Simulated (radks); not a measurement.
The numbers below are computed, except where a source is named.
Question: The mean radii <r> (bohr) of the occupied orbitals of an atom or ion are listed with their occupations. Level of theory: scalar-relativistic Kohn-Sham, BLYP, spin-polarised, spherical densities, finite nucleus; Fermi nuclear charge, rms radius of each element as measured or else 0.836 A^(1/3) + 0.57 fm (a radial shooting solver on a logarithmic mesh with Libxc functionals).

| orbital | occ. | <r> |
|---|---|---|
| 1s down | 1 | 0.06090 |
| 1s up | 1 | 0.06090 |
| 2s up | 1 | 0.2797 |
| 2s down | 1 | 0.2792 |
| 2p up | 3 | 0.2474 |
| 2p down | 3 | 0.2468 |
| 3s up | 1 | 0.8512 |
| 3s down | 1 | 0.8555 |
| 3p up | 3 | 0.9023 |
| 3p down | 3 | 0.9108 |
| 3d up | 5 | 1.132 |
| 4f up | 1 | 8.766 |

Name the element and its charge. Open shells, if any, are filled with parallel spins first.

Answer: Z = 25, manganese, charge +1: Mn+ in [Ar] 3d5 4f1. The 1s radius gives Z: for a bare nucleus <r> = (2 gamma + 1)/(2Z) with gamma = sqrt(1 - (Z/c)^2), 0.05933 bohr for Z = 25, and screening makes it slightly larger (0.06090 here). The occupations add up to 24, and the charge is Z minus that.
